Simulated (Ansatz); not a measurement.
Ansatz (a quantum-chemistry and plane-wave program) input:

Ansatz 0.2 input:
```yaml
crystal:
  periodic: [false, false, false]
  atoms:
    - {symbol: Si, position_ang: [0.48751529, 0.05098002, -0.11322186]}
    - {symbol: Br, position_ang: [0.12834086, -0.53382407, 2.00937734]}
    - {symbol: Br, position_ang: [-0.37425376, -1.54190062, -1.38911514]}
    - {symbol: Br, position_ang: [-0.52366445, 1.99483247, -0.43998095]}
    - {symbol: N, position_ang: [2.11167573, 0.23404636, -0.53970510]}
    - {symbol: H, position_ang: [2.69839873, -0.57155456, -0.69108384]}
    - {symbol: H, position_ang: [2.62986436, 1.05073732, -0.25571802]}
basis:
  gaussian:
    orbitals: def2-TZVP
hamiltonian:
  xc: {name: r2SCAN}
relax: {f_tol: 0.003, max_steps: 100}
```

Question: Predict the final energy.

Answer: -8068.04125 Eh (r2SCAN/def2-TZVP). The basis has 224 functions.
